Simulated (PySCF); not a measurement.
Frontier levels across methods

CH₇ClSi₂.
Cartesian coordinates in Å at the PBE0-D3(BJ)/def2-SVP level; atoms count from 1:
```
atom  x, y, z in Å
Si1   -2.1117    1.0008    1.2211
C2    -0.7551    2.1524    0.5715
Si3    1.0206    1.5234    0.7710
Cl4   -0.8923    3.7244    1.4565
H5    -1.8846    0.7456    2.6727
H6    -2.0495   -0.2933    0.4729
H7    -3.4465    1.6339    1.0166
H8    -0.9438    2.3683   -0.4931
H9     1.2938    1.2741    2.2156
H10    1.1694    0.2447    0.0088
H11    1.9759    2.5373    0.2382
```

Basis pcSseg-2 throughout (PySCF), one geometry. Isolated species at its PBE0-D3(BJ)/def2-SVP geometry, gas phase.

**Question.** How do the orbital energies, the gap and the dipole change with the method?

**Answer.** 
| method | kind | HOMO (eV) | LUMO (eV) | gap (eV) | μ (D) | SCF cycles |
| --- | --- | --- | --- | --- | --- | --- |
| BLYP | GGA | -6.67 | -1.27 | 5.41 | 1.42 | 13 |
| B97-D | GGA | -6.80 | -1.30 | 5.51 | 1.44 | 14 |
| OPBE | GGA | -6.81 | -1.29 | 5.52 | 1.38 | 15 |
| PBE | GGA | -6.82 | -1.41 | 5.41 | 1.40 | 14 |
| KT2 | GGA | -6.90 | -1.53 | 5.36 | 1.46 | 14 |
| KT3 | GGA | -6.91 | -1.45 | 5.46 | 1.44 | 14 |
| BP86 | GGA | -6.91 | -1.47 | 5.44 | 1.42 | 14 |
| LDA | LDA | -6.93 | -1.61 | 5.32 | 1.45 | 13 |
| B97-2 | global hybrid | -7.84 | -0.48 | 7.36 | 1.51 | 12 |
| B3LYP | global hybrid | -7.86 | -0.68 | 7.18 | 1.51 | 13 |
| PBE0 | global hybrid | -8.09 | -0.47 | 7.62 | 1.51 | 12 |
| mPW1PW91 | global hybrid | -8.12 | -0.47 | 7.65 | 1.51 | 12 |
| BHandHLYP | global hybrid | -9.26 | 0.41 | 9.67 | 1.63 | 11 |
| CAM-B3LYP | range-separated hybrid | -9.44 | 0.53 | 9.97 | 1.58 | 11 |
| wB97X-D | range-separated hybrid | -9.95 | 1.27 | 11.22 | 1.57 | 13 |
| LC-wPBE | range-separated hybrid | -10.80 | 1.68 | 12.48 | 1.59 | 12 |
| HF | Hartree–Fock | -11.12 | 2.36 | 13.49 | 1.78 | 10 |

The HOMO spans 4.45 eV, from BLYP down to HF, and the gap runs from 5.32 eV (LDA) to 13.49 eV (HF). Over the methods BLYP (0 %), B97-D (0 %), OPBE (0 %), PBE (0 %), KT2 (0 %), KT3 (0 %), BP86 (0 %), LDA (0 %), B97-2 (21 %), B3LYP (20 %), PBE0 (25 %), mPW1PW91 (25 %), BHandHLYP (50 %), HF (100 %), a straight line through the gap against the share of exact exchange rises by 0.82 eV for each 10 % (correlation coefficient 0.999). The dipole ranges from 1.38 D (OPBE) to 1.78 D (HF). This basis has no diffuse functions.

The vertical ΔSCF ionisation energy at wB97X-D/def2-SVPD is 10.28 eV; −ε(HOMO) comes closest to it with wB97X-D (9.95 eV).
